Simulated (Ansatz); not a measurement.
Compare A (`CC1(O)C[SiH2]1`) with its isomer B (`C/C=C(\O)[SiH3]`).

Isolated molecules relaxed with PBE0-D4/def2-TZVP in Ansatz; ΔE leaves out vibrations. CBS: MP2 limit from def2 TZ/QZ plus the TZ coupled-cluster correction, frozen cores. Functionals use def2-TZVPP. Each species was taken in one conformer, which may not be the lowest.

Problem. Which is lower in electronic energy at CCSD(T)/CBS, and by how much? (Best estimate.)

Solution. The calculation gave: B, by 55.2 kJ/mol.

Problem. Give E(B) − E(A) in kJ/mol with PBE-D4, HF/def2-TZVPP, r2SCAN-D4, CCSD/def2-TZVPP, ωB97M-V, CCSD(T)/def2-TZVPP, B2PLYP. (An estimate is asked.)

Solution. Computed: PBE-D4 -47.9, HF/def2-TZVPP -87.1, r2SCAN-D4 -50.3, CCSD/def2-TZVPP -58.2, ωB97M-V -51.6, CCSD(T)/def2-TZVPP -56.6, B2PLYP -63.1. None reverses the order clearly.

Largest T1 diagnostic: 0.012.

In def2-TZVPP, CCSD(T) changes the Hartree–Fock value by +30.5 kJ/mol (the triples alone add +1.7 kJ/mol) and MP2 by +38.7 kJ/mol.
